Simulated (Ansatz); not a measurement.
CuI, charge -1, doublet, at a GFN2-xTB geometry (such geometries of metal compounds can be far from the true shape) (the multiplicity is a formal guess) (core potentials on I) (a gas-phase anion, which may not be bound at this level); WB97M-V/def2-SVP run with Ansatz (a quantum-chemistry and plane-wave program).

Here is a job for Ansatz.
Ansatz 0.2 input:
```yaml
crystal:
  periodic: [false, false, false]
  atoms:
    - {symbol: Cu, position_ang: [-0.00000000, -0.00000000, -1.64845868]}
    - {symbol: I, position_ang: [0.00000000, 0.00000000, 0.90198683]}
basis:
  gaussian:
    orbitals: def2-SVP
hamiltonian:
  xc: {name: wB97M-V}
total_charge: -1
magnetization: {spin_polarized: true, initial_magnetization: 1}
accuracy: high
```

Output, abridged:

```
Functional definition: wB97M-V
1210 factors; integrals over basis functions are off by at most 4.1e-9 eV
214 factors; integrals over basis functions are off by at most 1.3e-9 eV
mean field evaluation 1: about -52728.6446 eV, gradient 4.4e1 eV
mean field evaluation 2: about -52723.2608 eV, gradient 5.9e1 eV
mean field evaluation 4: about -52733.9170 eV, gradient 1.7e0 eV
mean field evaluation 8: about -52734.0433 eV, gradient 3.1e-1 eV
mean field evaluation 16: about -52734.0469 eV, gradient 9.7e-4 eV
mean field evaluation 32: about -52734.0469 eV, gradient 1.6e-7 eV
mean field -52734.04694756 eV, -1937.9404809020 hartree, gradient 5.2e-8 eV, S^2 0.752317; 2 other end points of the search recorded, 0 dependent functions left out
reference -52734.04694912 eV, -1937.9404809593 hartree; 28, 27 occupied and 29, 30 virtual orbitals, 1210 factors
Total energy: -52734.04694912 eV, -1937.9404809593 hartree
```
